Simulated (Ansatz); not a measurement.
Consider the isomerisation: `C[C@@H]1C=N[Si@H]1F` → `C[Si](C)(F)C#N`.

Gas-phase electronic energies from Ansatz, PBE0-D4/def2-TZVP geometries. CCSD(T)/CBS adds triple-zeta CCSD(T) − MP2 to the extrapolated MP2 energy (def2 sets, frozen cores). DFT in def2-TZVPP.

```json
{"species": "`C[C@@H]1C=N[Si@H]1F`", "BHLYP energy (Eh)": "-562.04171"}
{"species": "`C[Si](C)(F)C#N`", "BHLYP energy (Eh)": "-562.09603"}
```

Question: Work out ΔE.

Answer: ΔE = (-562.09603) − (-562.04171) = -0.05432 Eh = -34.1 kcal/mol. CCSD(T)/CBS gives -34.2 kcal/mol.

Largest T1 diagnostic among the species: 0.012.

From r2SCAN to r2SCAN0 (25 % exact exchange), in def2-TZVPP and without D4, ΔE moves by +1.7 kcal/mol. In def2-TZVPP, CCSD(T) changes the Hartree–Fock value by +2.9 kcal/mol (the triples alone add +0.5 kcal/mol) and MP2 by +2.0 kcal/mol. Leaving LDA and LC-ωPBE aside and taking each functional with its dispersion term where it has one, the values, not all of them listed here, spread over 7.9 kcal/mol, from B2PLYP to HSE06-D4. LDA lies +8.0 kcal/mol from PBE without D4.
